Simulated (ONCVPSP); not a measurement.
**Plane-wave convergence, ONCV potential for potassium (K)**

ONCVPSP 4.0.1 input, shortened (lines: element, Z, core and valence counts, functional; n l f; lmax; l rc ep ncon nbas qcut; lloc lpopt rc5 dvloc0; l nproj debl; icmod fcfact rcfact), PW91, fully relativistic:

```
  K 19.00    3    2  -109134      upf
    1    0    2.00
    2    0    2.00
    2    1    6.00
    3    0    2.00
    3    1    6.00
    2
    0    1.95    0.00    4    7    5.30
    1    2.15    0.00    5    9    5.00
    2    2.40    0.02    3    7    4.70
    4    5    1.65    6.00
    0    3    1.60
    1    1    1.80
    2    2    2.80
    3    3.75    1.50
```

Open shells are filled in proportion to 2j + 1.

In the d channel the program set the typed energies aside and used -0.143, 2.657 Ha (j = l + 1/2; the other j can differ).

Problem. For each optimised wave give the share of its norm inside rc, the residual kinetic energy above qcut (Ha) and the cutoffs (Ha) for errors of 10, 1, 0.1 and 0.01 mHa per electron.

Solution.

| wave | norm inside rc | residual KE | 10 mHa | 1 mHa | 0.1 mHa | 0.01 mHa |
| --- | --- | --- | --- | --- | --- | --- |
| 3s | 0.912 | 3.5e-05 | 3.9 | 10.2 | 12.9 | 28.4 |
| s projector 2 | 0.030 | 2.3e-05 | 2.5 | 7.7 | 11.9 | 18.6 |
| s projector 3 | 0.091 | 2.6e-04 | 6.3 | 12.1 | 15.9 | 29.3 |
| 3p j=3/2 | 0.884 | 1.6e-04 | 8.1 | 10.7 | 14.5 | 47.4 |
| 3p j=1/2 | 0.887 | 1.7e-04 | 8.2 | 10.8 | 14.8 | 48.1 |
| d projector 1 j=5/2 | 0.442 | 2.3e-04 | 7.6 | 9.8 | 17.0 | 46.2 |
| d projector 2 j=5/2 | 0.196 | 3.2e-02 | 16.9 | 43.9 | 81.9 | not reached |
| d projector 1 j=3/2 | 0.443 | 2.3e-04 | 7.6 | 9.8 | 17.1 | 46.3 |
| d projector 2 j=3/2 | 0.196 | 3.2e-02 | 17.0 | 43.9 | 82.3 | not reached |

The occupied waves need 11 Ha and 15 Ha for 1 and 0.1 mHa. The cutoffs count occupied waves only; projector 2 of the d channel, the hardest unoccupied one, needs 44 Ha at the loose tolerance.
